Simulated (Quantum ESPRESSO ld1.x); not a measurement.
Task: The iridium ion Ir2+, configuration [Xe] 4f14 5d7. All-electron calculation, scalar-relativistic Kohn-Sham, LDA (Slater exchange, Perdew-Zunger correlation), spin-unpolarised, spherical densities, point nucleus. Program: ld1.x of Quantum ESPRESSO 7.5. Some entries of the table are withheld. Estimate them.

| orbital | occ. | eigenvalue (eV) | <1/r> (bohr^-1) | r(max) (bohr) |
|---|---|---|---|---|
| 1s | 2 | (1) | 92.18 | (2) |
| 2s | 2 | -13327.4 | 21.59 | 0.062 |
| 2p | 6 | -11584.0 | 19.35 | 0.051 |
| 3s | 2 | -3130.40 | 7.998 | 0.176 |
| 3p | 6 | -2620.76 | 7.334 | 0.175 |
| 3d | 10 | -2059.09 | 6.916 | 0.142 |
| 4s | 2 | -681.139 | 3.419 | 0.399 |
| 4p | 6 | -513.946 | 3.095 | 0.418 |
| 4d | 10 | -308.662 | 2.766 | 0.425 |
| 5s | 2 | -116.085 | 1.381 | 0.887 |
| 4f | 14 | -80.3305 | 2.317 | 0.395 |
| 5p | 6 | -72.7307 | 1.169 | 1.00 |
| 5d | 7 | -24.7084 | 0.8024 | (3) |

Result: 
(1) 1s eigenvalue (eV): -76094.4
(2) 1s r(max) (bohr): 0.011
(3) 5d r(max) (bohr): 1.29
